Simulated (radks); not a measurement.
Results of a calculation; reference values are marked as such.
Question: Coherent X-ray form factor from a spherical all-electron density. Code: a radial shooting solver on a logarithmic mesh with Libxc functionals. Model: non-relativistic Kohn-Sham, PBE, spin-polarised, spherical densities, point nucleus.

sin(theta)/lambda (1/angstrom),f0 (electrons)
0.05,27.722
0.1,26.923
0.15,25.702
0.2,24.187
0.25,22.507
0.3,20.769
0.4,17.423
0.5,14.526
0.6,12.194
0.8,9.077
1,7.387
1.25,6.224
1.5,5.412
2,3.989

The species is in the configuration that NIST lists as its ground one. Which atom or ion scatters so?

Answer: The zinc ion Zn2+, [Ar] 3d10. Extrapolating in s^2 from the first two rows gives f0(0) = 28.0, near the electron count 28; among species with that count, the fall with angle is slower the higher Z, and the table is that of Z = 30; from so few rows the species is fixed only to a neighbour or two.
